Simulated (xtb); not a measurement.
xtb input (GFN1-xTB):

```bash
xtb mol.xyz --gfn 1 --sp --chrg -1 --uhf 0
```
mol.xyz:
```
9

C      1.33692897    -0.65545612    -0.46726151
B      0.12422117    -0.00877664    -0.00967474
C     -1.38545110    -0.49669142    -0.27697074
F      0.14707741     1.18294445     0.76099884
H      2.33889445    -0.28092895    -0.25703982
H      1.32191013    -1.56999151    -1.05876306
H     -1.41889024    -1.41570384    -0.87077810
H     -1.92411454    -0.68829244     0.66217595
H     -1.97146959     0.26518516    -0.81081732
```

Output:

```
           -------------------------------------------------
          |                Calculation Setup                |
           -------------------------------------------------

           -------------------------------------------------
          |                 G F N 1 - x T B                 |
           -------------------------------------------------

        Reference                      10.1021/acs.jctc.7b00118
      * Hamiltonian:
        H0-scaling (s, p, d)           1.850000    2.250000    2.000000
        zeta-weighting                 0.000000
      * Dispersion:
        s8                             2.400000
        a1                             0.630000
        a2                             5.000000
        s9                             0.000000
      * Repulsion:
        kExp                           1.500000
        rExp                           1.000000
      * Coulomb:
        alpha                          2.000000
        third order                    atomic
        anisotropic                    false
      * Halogen bond correction:
        rad-scale                      1.300000
        damping                        0.440000

          ...................................................
          :                      SETUP                      :
          :.................................................:
          :  # basis functions                  26          :
          :  # atomic orbitals                  26          :
          :  # shells                           18          :
          :  # electrons                        24          :
          :  # halogen bonds                     0          :
          :  max. iterations                   250          :
          :  Hamiltonian                  GFN1-xTB          :
          :  restarted?                      false          :
          :  GBSA solvation                  false          :
          :  PC potential                    false          :
          :  electronic temp.          300.0000000     K    :
          :  accuracy                    1.0000000          :
          :  -> integral cutoff          0.2500000E+02      :
          :  -> integral neglect         0.1000000E-07      :
          :  -> SCF convergence          0.1000000E-05 Eh   :
          :  -> wf. convergence          0.2000000E-04 e    :
          :  Broyden damping             0.4000000          :
          :  net charge                         -1          :
          :  unpaired electrons                  0          :
          ...................................................

 iter      E             dE          RMSdq      gap      omega  full diag
   1    -13.8287233 -0.138287E+02  0.926E+00    5.58       0.0  T
   2    -13.8565264 -0.278031E-01  0.545E+00    5.11       1.0  T
   3    -13.8552665  0.125989E-02  0.977E-01    5.31       1.0  T
   4    -13.8575003 -0.223375E-02  0.613E-01    5.36       1.0  T
   5    -13.8591907 -0.169038E-02  0.982E-02    5.31       1.0  T
   6    -13.8592121 -0.214285E-04  0.731E-03    5.28       4.6  T
   7    -13.8592126 -0.466558E-06  0.164E-03    5.28      20.3  T
   8    -13.8592126  0.166714E-08  0.919E-04    5.28      36.3  T
   9    -13.8592126 -0.452310E-08  0.138E-04    5.28     241.4  T
  10    -13.8592126 -0.518394E-10  0.191E-05    5.28    1742.9  T

   *** convergence criteria satisfied after 10 iterations ***

         #    Occupation            Energy/Eh            Energy/eV
      -------------------------------------------------------------
         1        2.0000           -0.5592703             -15.2185
       ...           ...                  ...                  ...
         6        2.0000           -0.3114242              -8.4743
         7        2.0000           -0.2863302              -7.7914
         8        2.0000           -0.2745469              -7.4708
         9        2.0000           -0.2641579              -7.1881
        10        2.0000           -0.2491762              -6.7804
        11        2.0000           -0.2086838              -5.6786
        12        2.0000           -0.1283355              -3.4922 (HOMO)
        13                          0.0658461               1.7918 (LUMO)
        14                          0.0754421               2.0529
        15                          0.1242356               3.3806
        16                          0.1376517               3.7457
        17                          0.1404198               3.8210
       ...                                ...                  ...
        26                          0.8413991              22.8956
      -------------------------------------------------------------
                  HL-Gap            0.1941816 Eh            5.2839 eV
             Fermi-level           -0.0312447 Eh           -0.8502 eV

 SCC (total)                   0 d,  0 h,  0 min,  0.019 sec
 SCC setup                      ...        0 min,  0.000 sec (  0.475%)
 Dispersion                     ...        0 min,  0.000 sec (  0.243%)
 classical contributions        ...        0 min,  0.000 sec (  0.097%)
 integral evaluation            ...        0 min,  0.002 sec (  8.786%)
 iterations                     ...        0 min,  0.002 sec (  9.242%)
 molecular gradient             ...        0 min,  0.015 sec ( 80.170%)
 printout                       ...        0 min,  0.000 sec (  0.932%)

         :::::::::::::::::::::::::::::::::::::::::::::::::::::
         ::                     SUMMARY                     ::
         :::::::::::::::::::::::::::::::::::::::::::::::::::::
         :: total energy             -13.727184138043 Eh    ::
         :: gradient norm              0.030950992802 Eh/a0 ::
         :: HOMO-LUMO gap              5.283949849676 eV    ::
         ::.................................................::
         :: SCC energy               -13.859212578136 Eh    ::
         :: -> electrostatic           0.152135025355 Eh    ::
         :: repulsion energy           0.134027262878 Eh    ::
         :: dispersion energy         -0.001998822785 Eh    ::
         :: halogen bond corr.         0.000000000000 Eh    ::
         :: add. restraining           0.000000000000 Eh    ::
         :: total charge              -1.000000000000 e     ::
         :::::::::::::::::::::::::::::::::::::::::::::::::::::

           -------------------------------------------------
          |                Property Printout                |
           -------------------------------------------------

    * Orbital Energies and Occupations

         #    Occupation            Energy/Eh            Energy/eV
      -------------------------------------------------------------
         1        2.0000           -0.5592703             -15.2185
         2        2.0000           -0.4165891             -11.3360
         3        2.0000           -0.3550942              -9.6626
         4        2.0000           -0.3247077              -8.8357
         5        2.0000           -0.3114972              -8.4763
         6        2.0000           -0.3114242              -8.4743
         7        2.0000           -0.2863302              -7.7914
         8        2.0000           -0.2745469              -7.4708
         9        2.0000           -0.2641579              -7.1881
        10        2.0000           -0.2491762              -6.7804
        11        2.0000           -0.2086838              -5.6786
        12        2.0000           -0.1283355              -3.4922 (HOMO)
        13                          0.0658461               1.7918 (LUMO)
        14                          0.0754421               2.0529
        15                          0.1242356               3.3806
        16                          0.1376517               3.7457
Note: The following floating-point exceptions are signalling: IEEE_DENORMAL
normal termination of xtb
        17                          0.1404198               3.8210
        18                          0.1843256               5.0158
        19                          0.2992867               8.1440
        20                          0.3711117              10.0985
        21                          0.4548139              12.3761
        22                          0.4584026              12.4738
        23                          0.5912533              16.0888
       ...                                ...                  ...
        26                          0.8413991              22.8956
      -------------------------------------------------------------
                  HL-Gap            0.1941816 Eh            5.2839 eV
             Fermi-level           -0.0312447 Eh           -0.8502 eV

  Mulliken/CM5 charges         n(s)   n(p)   n(d)
     1C    -0.48344 -0.49599   1.029  3.454  0.000
     2B     0.22460  0.00725   0.941  1.834  0.000
     3C    -0.18296 -0.26721   1.025  3.158  0.000
     4F    -0.43903 -0.40112   1.840  5.599  0.000
     5H    -0.02383  0.03203   1.024  0.000  0.000
     6H    -0.03221  0.02388   1.032  0.000  0.000
     7H    -0.02145  0.03363   1.021  0.000  0.000
     8H    -0.02084  0.03377   1.021  0.000  0.000
     9H    -0.02084  0.03377   1.021  0.000  0.000

Wiberg/Mayer (AO) data.
largest (>0.10) Wiberg bond orders for each atom

 ---------------------------------------------------------------------------
     #   Z sym  total        # sym  WBO       # sym  WBO       # sym  WBO
 ---------------------------------------------------------------------------
     1   6 C    3.766 --     2 B    1.704     6 H    0.983     5 H    0.983
     2   5 B    3.469 --     1 C    1.704     3 C    0.926     4 F    0.813
     3   6 C    3.927 --     7 H    0.990     8 H    0.983     9 H    0.983
                             2 B    0.926
     4   9 F    0.907 --     2 B    0.813
     5   1 H    1.006 --     1 C    0.983
     6   1 H    1.007 --     1 C    0.983
     7   1 H    1.012 --     3 C    0.990
     8   1 H    1.013 --     3 C    0.983
     9   1 H    1.013 --     3 C    0.983
 ---------------------------------------------------------------------------

Topologies differ in total number of bonds
Writing topology from bond orders to xtbtopo.mol

 dipole moment from electron density (au)
     X       Y       Z
  -1.0382  -0.0849  -0.0216  total (Debye):    2.648

           -------------------------------------------------
          | TOTAL ENERGY              -13.727184138043 Eh   |
          | GRADIENT NORM               0.030950992802 Eh/α |
          | HOMO-LUMO GAP               5.283949849676 eV   |
           -------------------------------------------------

------------------------------------------------------------------------
------------------------------------------------------------------------
 total:
 SCF:
```

It need not be the lowest isomer of its formula. Whether it binds its extra electron was not tested at this geometry.
